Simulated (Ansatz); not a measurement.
Molecule: PdH, charge 0, multiplicity 2. The spin state was set by rule; other spins were not relaxed. 
Structure (B3LYP-D3(BJ)/def2-TZVP (Ansatz, a program for electronic structure) minimum search):
SMILES: [PdH]
```xyz
2

Pd     0.0000     0.0000    -0.0328
H      0.0000     0.0000     1.5079
```
Charge 0, spin multiplicity 2.

Basis-set convergence of Hartree-Fock and CCSD(T) correlation energies (hartree) with Ansatz. Valence correlation only, unless marked. UHF or UKS for open shells. Spin-orbit coupling is left out. Frozen are the shells of the preceding noble gas and the d and f shells that filled before the atom's block. Past Kr the def2 sets carry scalar-relativistic core potentials.

The T1 diagnostic of CCSD in the largest basis is 0.049, which is high, so the coupled-cluster rows are less sure than usual.

```csv
basis,functions,E(HF),"E(corr, CCSD(T))"
def2-SVP,36,-127.55864,-0.24535
def2-TZVPP,70,-127.59169,-0.36832
def2-QZVPP,118,-127.59398,-0.39809
```

Extrapolating the two largest sets (X = 3 and 4) as X^-3: E(corr) = (64·(-0.39809) - 27·(-0.36832))/37 = -0.4198 Eh, an estimate of the basis-set limit. The largest set recovers 94.8 % of it, the smallest 58.4 %.
